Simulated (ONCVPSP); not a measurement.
**Pseudopotential generation for C (Z = 6): ONCV, PBE, scalar-relativistic.**

- Element: C (Z = 6)
- Generator: ONCVPSP 4.0.1
- Type: optimised norm-conserving Vanderbilt (ONCV)
- Functional: PBE
- Relativity: scalar-relativistic
- Frozen core: [He]
- Valence charge: 4
- Reference configuration: 2s2 2p1.5 (charge +0.5)
- Partial waves: 2s: rc 1.30 bohr, ncon 3, nbas 6, qcut 6.4 1/bohr, 2 projectors, debl 1.6 Ha; 2p: rc 1.55 bohr, ncon 3, nbas 6, qcut 8.4 1/bohr, 1 projector; d scattering state at 0.1 Ha: rc 1.65 bohr, ncon 3, nbas 6, qcut 5.2 1/bohr, 1 projector
- Local potential: polynomial inside 0.85 bohr (lpopt 5, dvloc0 8 Ha)
- Core correction: polynomial model core, fcfact 0.75

All-electron outer shells of the reference configuration (PBE, scalar-relativistic, ld1.x):

```
shell  level (eV)  outermost node (bohr)  outermost maximum (bohr)
   1s     -280.20                      –                      0.17
   2s      -19.38                   0.38                      1.20
   2p      -10.72                      –                      1.16
```

Calculated quality:

```json
{"Cutoffs needed": "22 Ha and 27 Ha (the cutoffs (Ha) at which the residual kinetic energy of the hardest occupied pseudo-wave falls to 1 and 0.1 mHa per electron)", "Ghost test": "no bound ghost flagged; no localised positive-energy state flagged", "Largest excitation error": "+96 meV (all-electron minus pseudo) for 2s2 2p0, out of 4 test configurations", "rms error of d²Exc/dni dnj": "2.96 mHa without and 1.75 mHa with the model core"}
```

Generation and tests took about 1.4 s on one core of a shared server CPU.
